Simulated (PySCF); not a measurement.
# Structure from 2D NMR

Compound of formula C$_{3}$H$_{7}$FN$_{2}$Si$_{2}$. Correlations simulated from computed shifts and the bond graph:

HSQC (one-bond C–H):
```tsv
δH	δC
6.34	110.9
```

HMBC (two and three bonds, from the bond graph):
```tsv
δH	δC
6.34	177.0, 143.3
5.26	143.3
4.56	143.3, 110.9
```

Carbons without hydrogens: δ 177.0, 143.3.

PySCF 2.14.0 with density-fitted response routines calculation with geometry from GFN2-xTB and NMR shieldings at PBE0/pcSseg-1/GIAO; isolated molecule, non-relativistic, one conformer, one averaged value for each set of equivalent atoms.

References, each an isolated molecule treated in the same way: ¹H and ¹³C vs TMS.

Exchangeable hydrogens are left out of these lists.

Q: Assemble the structure.

A: SMILES FC1=NN([SiH3])C([SiH3])=C1.

Atom-mapped SMILES (the numbers label the heavy atoms): `[F:1][c:2]1[cH:3][c:4]([SiH3:5])[n:6]([SiH3:7])[n:8]1`. Each H is labelled by its parent atom.

1. δC 177.0 is C2, an aromatic carbon bearing fluorine.
2. δC 143.3 is C4, a substituted aromatic carbon next to a ring nitrogen.
3. δC 110.9 is C3, an aromatic CH (δH 6.34).
4. HMBC from δH 6.34 reaches the proton-free carbons C2, C4.
5. HMBC from δH 5.26 reaches the proton-free carbon C4.
6. HMBC from δH 4.56 reaches the proton-free carbon C4.

This is the structure that produced the data.

Shifts are as computed. Against solution values, carbons near 30 ppm lie about +3 ppm off and those near 130 ppm about +5 ppm. Of 1211 compounds with measured shifts, 218 miss one by over three times the rms of a fit or turn the order of signals round; such compounds aren't used in these exercises.
